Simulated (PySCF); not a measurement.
C6H3F7O2. Atoms are numbered in the order given.

```xyz
18

C      4.1918     0.3377     0.0000
C      2.9819    -0.2470     0.0000
F      2.8257    -1.5761     0.0000
C      1.7187     0.5506     0.0000
O      1.6648     1.7619     0.0000
O      0.6241    -0.2760     0.0000
C     -0.6388     0.3709     0.0000
C     -1.3698    -0.0128     1.2976
F     -1.5976    -1.3335     1.3838
F     -2.5505     0.6313     1.3767
F     -0.6121     0.3544     2.3517
C     -1.3698    -0.0128    -1.2976
F     -2.5505     0.6313    -1.3767
F     -1.5976    -1.3335    -1.3838
F     -0.6121     0.3544    -2.3517
H      4.2492     1.4337     0.0000
H      5.1084    -0.2676     0.0000
H     -0.5004     1.4728     0.0000
```

Coordinates come from a PBE-D3(BJ)/def2-SVP optimisation. Other conformers were not sampled.

Computed with TDA-M06-2X/def2-SVP (PySCF 2.14.0).

Vertical excitations. Gas-phase values at a fixed geometry. State labels are in the subgroup Cs.

```csv
state,symmetry,energy (eV),λ (nm),f,main pairs
S1,A",5.22,238,0.000,HOMO−1→LUMO 90 %
S2,A',6.59,188,0.468,HOMO→LUMO 93 %
S3,A',7.75,160,0.124,HOMO−2→LUMO 91 %
S4,A",8.05,154,0.000,"HOMO−5→LUMO 60 %, HOMO−3→LUMO 25 %"
S5,A",8.42,147,0.002,"HOMO−6→LUMO 39 %, HOMO−3→LUMO 35 %, HOMO−1→LUMO+2 7 %"
S6,A",8.62,144,0.001,"HOMO−6→LUMO 32 %, HOMO−3→LUMO 17 %, HOMO−5→LUMO 14 %, HOMO−9→LUMO 12 %"
T1,A',3.81,325,0,HOMO→LUMO 94 %
T2,A",4.81,258,0,HOMO−1→LUMO 89 %
```
Triplets are in the Tamm–Dancoff approximation.
